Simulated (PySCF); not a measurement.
Gas-phase reaction: 3 GaH(CH3)2 + C3H6 (cyclic) ⇌ 3 Ga(CH3)3

Method: PySCF energies plus ideal-gas RRHO corrections (1 bar). † marks an energy on the PBE0/def2-TZVP geometry and frequencies; other levels use their own. 6-31G* has spherical d functions here. All species are closed-shell singlets. Ga: all electrons, no relativistic terms. GaH(CH3)2: computed as isolated molecules; such fragments, hydroxides, amides, oligomers or adducts are transient or little studied in the gas.

PBE0/def2-TZVP gives ΔH°(298 K) = -196 kJ.

Q: What do HF/6-31G*, LDA/def2-TZVP†, BLYP/def2-TZVP† give?

A: HF/6-31G*: -165 kJ; LDA/def2-TZVP†: -208 kJ; BLYP/def2-TZVP†: -188 kJ. For scale, ΔH°(298 K) is -196 kJ at this level, -203 kJ at ωB97M-V/def2-TZVP†, and runs from -226 to -165 kJ over the 18 levels computed († marks an energy on the PBE0/def2-TZVP geometry).
